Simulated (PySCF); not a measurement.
Predicted microwave data (PBE0-D3(BJ)/def2-SVP geometry optimisation, gas phase in PySCF 2.14.0) for one isomer of C2H6BFN2:

| Property | Result |
| --- | --- |
| Rotational constants | A = 7716, B = 2042, C = 1705 MHz |
| Dipole components | \|μa\| = 0.94 D, \|μb\| = 0.99 D, \|μc\| = 0.54 D |
| Inertial defect | -16.53 u·Å² |
| κ | -0.89 |

Question: Which structure is it? (One computed conformer of each.)
A. `[CH2:1]=[N:2][CH2:3][B:4]([NH2:5])[F:6]` with C1–N2–C3–B4 127°, N2–C3–B4–N5 8°
B. `C=C(F)B(N)N`
C. `[CH3:1][NH2+:2][B@H-:3]([F:4])[C:5]#[N:6]` with C1–N2–B3–F4 -177°

Answer: A. It is C=NCB(N)F, an asymmetric top, point group C1. The candidates at the same level (rigid rotor, commonest isotopes):

```json
{"SMILES": "C[NH2+][B@H-](F)C#N", "A (MHz)": "3747", "B (MHz)": "3177", "C (MHz)": "1856", "μa (D)": "7.13", "μb (D)": "0.36", "μc (D)": "1.30", "Δ (u·Å²)": "-21.59", "point group": "C1", "rotor": "asymmetric top"}
{"SMILES": "C=NCB(N)F", "A (MHz)": "7716", "B (MHz)": "2042", "C (MHz)": "1705", "μa (D)": "0.94", "μb (D)": "0.99", "μc (D)": "0.54", "Δ (u·Å²)": "-16.53", "point group": "C1", "rotor": "asymmetric top"}
{"SMILES": "C=C(F)B(N)N", "A (MHz)": "4969", "B (MHz)": "3082", "C (MHz)": "1912", "μa (D)": "2.37", "μb (D)": "0.67", "μc (D)": "0.03", "Δ (u·Å²)": "-1.42", "point group": "C1", "rotor": "asymmetric top"}
```

`C=C(F)B(N)N` has B 51 % too high; `C[NH2+][B@H-](F)C#N` has B 56 % too high. No structure here is proved a minimum.
